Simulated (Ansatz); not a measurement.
Ligand exchange: C2H8GaN + C2H5I → CH6GaN + C3H7I

Species: C2H8GaN `C[NH][GaH][CH3]`, singlet; C2H5I (iodoethane) `CCI`, singlet; CH6GaN `C[NH][GaH2]`, singlet; C3H7I (1-iodopropane) `CCCI`, singlet. The partners trade CH3 for H: Ga–CH3 and C–H bonds give way to Ga–H and C–CH3.

Shapes, held fixed at every level: PBE0-D4/def2-TZVP. Flexible molecules stand in one conformer, not always the lowest. Programs: Ansatz 0.2.0. Electronic energies: no zero-point or thermal term.

```
               level                    kind  ΔE (kJ/mol)  less CCSD(T)/def2-TZVPP
   PBE-D4/def2-TZVPP                     GGA        +31.2                     -1.0
r2SCAN-D4/def2-TZVPP                meta-GGA        +32.3                     +0.1
 B3LYP-D4/def2-TZVPP           global hybrid        +31.5                     -0.7
  wB97X-V/def2-TZVPP  range-separated hybrid        +28.9                     -3.3
   B2PLYP/def2-TZVPP           double hybrid        +33.7                     +1.5
      MP2/def2-TZVPP     perturbation theory        +34.0                     +1.8
  CCSD(T)/def2-TZVPP   coupled cluster or CI        +32.2                      0.0
```

The highest level, CCSD(T)/def2-TZVPP, gives ΔE = +32.2 kJ/mol; the levels span +28.9 to +34.0. The column of differences is taken from that level and isn't an error. No measured value is set beside it here. For atoms past krypton def2 sets carry core potentials with scalar relativity. Relativity is left out for Ga. Outer-core shells of Ga, I are correlated, in sets that cover them unevenly.
